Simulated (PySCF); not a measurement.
C2H7FSi3, SMILES F[SiH2]C#C[SiH2][SiH3]. The structure is a stationary point at PBE-D3(BJ)/def2-SVP. The structure was generated by enumeration, and PubChem lists no compound with its InChIKey, so it may never have been made.

Computed equilibrium geometry at PBE-D3(BJ)/def2-SVP (PySCF confirms it by a frequency run) as Cartesian coordinates in Å:
```xyz
13

F      2.9929     1.4350     0.9923
Si     2.9012    -0.0770     0.3686
C      1.1559    -0.4666    -0.0255
C     -0.0183    -0.7483    -0.2985
Si    -1.7902    -1.0824    -0.6749
Si    -3.0276     0.8352    -0.0918
H      3.4097    -1.0390     1.3972
H      3.7189    -0.1163    -0.8852
H     -1.9320    -1.3897    -2.1409
H     -2.2444    -2.2781     0.1174
H     -2.8532     1.1196     1.3745
H     -2.5399     2.0110    -0.8923
H     -4.4869     0.6068    -0.3833
```
